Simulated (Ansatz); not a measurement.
Z-matrix (Å, degrees):
```
C
B 1 1.522
As 1 2.002 2 100.5
H 1 1.091 2 116.9 3 112.9
H 1 1.090 2 116.9 3 -112.9
C 2 1.530 1 149.7 3 88.2
C 2 1.530 1 149.6 3 -88.0
H 3 1.525 1 96.3 2 -45.7
H 3 1.524 1 96.3 2 46.9
H 6 1.086 2 121.1 1 -72.8
H 6 1.087 2 119.7 1 76.1
H 7 1.086 2 121.1 1 72.8
H 7 1.087 2 119.7 1 -76.1
```

Charge 0, multiplicity 1.

**Question.** List the PBE/def2-TZVPP orbital energies in eV (Ansatz 0.2.0). (Best estimate.)

**Answer.** Computed: Occupied: -11541.09, -1447.76, -1294.89, -1294.88, -1294.85, -269.07, -268.25, -268.25, -183.31, -176.66, -131.71, -131.69, -131.58, -41.19, -41.19, -41.11, -41.11, -41.06, -19.23, -17.97, -14.77, -14.21, -11.49, -10.96, -10.63, -10.18, -8.74, -8.50, -8.34, -6.74, -6.34, -5.62. Lowest empty: -1.56, -0.40, -0.20, 0.31, 0.96, 1.32, 1.43, 2.05.
